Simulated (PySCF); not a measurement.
Run record: geometry optimisation, `BN1[SiH2]N[SiH2]1`.

Computed with PBE0-D3(BJ)/def2-SVP geometry optimisation, gas phase (PySCF 2.14.0). Start geometry: GFN2-xTB. A driver script takes a list of jobs; this job's settings line and coordinates (Å) are shown.

Command:
```bash
OMP_NUM_THREADS=1 python probes_run.py task.json out
```

Input:
```
{"job": {"xc": "PBE0", "basis": "def2-SVP", "d3": "d3bj", "grid": 1, "shake": 0.01, "kind": "geom"}, "charge": 0, "multiplicity": 1}
B     -1.475420    -0.854730     1.053140
N     -0.465830    -0.261750     0.319470
Si    -0.342390     1.278670    -0.541040
N      1.312820     0.711440    -0.906590
Si     1.166140    -0.820160    -0.076950
H     -1.348250    -1.883280     1.532760
H     -2.499360    -0.247250     1.166310
H     -1.195030     1.388470    -1.691330
H     -0.361320     2.445300     0.373860
H      2.025240     1.122570    -1.416760
H      2.026560    -0.926080     1.111940
H      1.196510    -1.981480    -0.933840
```

Output:
```
step   0  E = -716.94814625  max force = 0.043441
step   1  E = -716.95842586  max force = 0.008283
step   2  E = -716.95912017  max force = 0.003411
step   3  E = -716.95927587  max force = 0.001371
step   4  E = -716.95929493  max force = 0.000651
step   5  E = -716.95930672  max force = 0.000342
optimisation converged
```

Energies in Eh; «max force» is the largest Cartesian gradient component in Eh/bohr.

Question: How much energy does the optimisation release, in kJ/mol?

Answer: E(step 0) − E(last step) = 0.011160 Eh, which is 29.3 kJ/mol.

Main results: final energy -716.95931 Eh after 5 steps; dipole 2.65 D.

Question: Where do the atoms end?

Answer: 0.058 Å rms from the input after alignment:
```
atom  x, y, z in Å
B1    -1.2498   -0.6134    1.1137
N2    -0.2080   -0.0428    0.3690
Si3   -0.0190    1.4882   -0.5126
N4     1.5952    0.9478   -0.8977
Si5    1.4389   -0.5668   -0.0447
H6    -1.1027   -1.7043    1.6259
H7    -2.2985   -0.0159    1.2449
H8    -0.9467    1.6485   -1.6723
H9    -0.1217    2.7073    0.3436
H10    2.3508    1.3641   -1.4229
H11    2.3362   -0.7516    1.1348
H12    1.5014   -1.8011   -0.8833
```

Question: Estimate the wall time. Hardware: an Intel Xeon 6975P-C with one thread, on a shared host. And the peak memory of the process?

Answer: About 19 s, with 0.48 GiB resident at the peak, the Python interpreter and its libraries included.
Labels such as C1 count atoms from 1, the log's own numbers from 0.
